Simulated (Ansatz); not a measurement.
Coupled-cluster run, H7N2PSi2.

```yaml
crystal:
  periodic: [false, false, false]
  atoms:
    - {symbol: N, position_ang: [-1.491608, 0.441649, -0.094595]}
    - {symbol: P, position_ang: [-0.907762, -0.685396, 1.187144]}
    - {symbol: Si, position_ang: [1.258669, -0.662861, 0.413073]}
    - {symbol: N, position_ang: [1.137796, 0.332941, -0.968626]}
    - {symbol: Si, position_ang: [-0.003992, 1.689185, -0.822079]}
    - {symbol: H, position_ang: [-1.877971, -0.052567, -0.892044]}
    - {symbol: H, position_ang: [-2.233301, 1.025197, 0.282282]}
    - {symbol: H, position_ang: [-1.272572, -1.897120, 0.535495]}
    - {symbol: H, position_ang: [1.704910, -2.058884, 0.127397]}
    - {symbol: H, position_ang: [1.348960, -0.022799, -1.887146]}
    - {symbol: H, position_ang: [2.109759, -0.095573, 1.486696]}
    - {symbol: H, position_ang: [0.304013, 1.931025, 0.666505]}
basis:
  gaussian: {orbitals: def2-SVP}
correlation: {method: ccsd_t}
```

```sh
$ ansatz run in.yaml --threads 4 --pin off --events-out ev --progress --plain --max-ram 10444MiB
```

Log, shortened:

```
Functional definition: HF
1139 factors; integrals over basis functions are off by at most 1.1e-3 eV
mean field evaluation 1: about -28057.3099 eV, gradient 3.6e1 eV
mean field evaluation 2: about -28057.3123 eV, gradient 3.6e1 eV
mean field evaluation 4: about -28060.8190 eV, gradient 4.1e0 eV
mean field evaluation 8: about -28060.8879 eV, gradient 2.9e-4 eV
mean field -28060.88792201 eV, -1031.2186107809 hartree, gradient 1.1e-6 eV, S^2 0.000000; 0 other end points of the search recorded, 0 dependent functions left out
17 core orbitals not correlated: weight in the atoms' cores, before any rotation towards them, 1.000 or more for the frozen orbitals, at most 0.000 for the correlated occupied ones
reference -28060.88792201 eV, -1031.2186107809 hartree; 15, 15 occupied and 85, 85 virtual orbitals, 1139 factors
second order -17.62571119 eV of doubles, -0.00000000 eV of singles
cycle   1  -18.67175734 eV  change    -1.0e0 eV  update   1.1e-1
cycle   2  -19.28855976 eV  change   -6.2e-1 eV  update   3.5e-2
cycle   3  -19.39987753 eV  change   -1.1e-1 eV  update   1.7e-2
cycle   4  -19.39282098 eV  change    7.1e-3 eV  update   4.4e-3
cycle   5  -19.39198480 eV  change    8.4e-4 eV  update   2.2e-3
cycle   6  -19.39226907 eV  change   -2.8e-4 eV  update   7.8e-4
cycle   7  -19.39198720 eV  change    2.8e-4 eV  update   3.4e-4
cycle   8  -19.39198324 eV  change    4.0e-6 eV  update   1.2e-4
cycle   9  -19.39200962 eV  change   -2.6e-5 eV  update   4.2e-5
cycle  10  -19.39199338 eV  change    1.6e-5 eV  update   1.7e-5
perturbative correction -0.62117720 eV, -0.0228278409 hartree
Total energy: -28080.90109258 eV, -1031.9540812341 hartree
```

Hardware: 4 threads of an Arm Neoverse V2 on a shared host. Wall time 5.5 s, peak host memory 0.55 GiB.

MP2 recovers 88.1 % of the CCSD(T) correlation energy and the triples give 3.1 %; T1 = 0.0139.
